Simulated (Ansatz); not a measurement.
Reaction (redistribution): `COB(C)N` + `[F][Sn]([F])([F])[SiH3]` → `CB(N)[SiH3]` + `C[O][Sn]([F])([F])[F]`

Computed with Ansatz on PBE0-D4/def2-TZVP structures; ΔE is electronic, products minus reactants. CCSD(T)/CBS adds triple-zeta CCSD(T) − MP2 to the extrapolated MP2 energy (def2 sets, frozen cores). DFT in def2-TZVPP. B3LYP here is the variant with VWN-RPA as its local correlation; programs differ in this. def2 core potentials past Kr. For Sn outer-core shells are correlated without core-valence functions, which leaves a few kJ/mol of doubt a bond. One conformer a species, not always the lowest.

(1) Is it downhill or uphill in electronic energy at CCSD(T)/CBS, and by how much? (Estimate.)

(2) What do these levels give: B3LYP-D4, ωB97M-V, B2PLYP, r2SCAN, PBE0, CCSD(T)/def2-TZVPP? (Estimate.)

Largest T1 diagnostic among the species: 0.015.

Results:

(1) Computed: Uphill: ΔE = +170.3 kJ/mol.

(2) Ansatz gave: B3LYP-D4 180.7, ωB97M-V 181.0, B2PLYP 176.7, r2SCAN 176.6, PBE0 179.5, CCSD(T)/def2-TZVPP 168.4 kJ/mol.

In def2-TZVPP, CCSD(T) changes the Hartree–Fock value by −15.8 kJ/mol (the triples alone add −4.4 kJ/mol) and MP2 by −11.6 kJ/mol. From PBE to PBE0 (25 % exact exchange), in def2-TZVPP and without D4, ΔE moves by +6.5 kJ/mol.
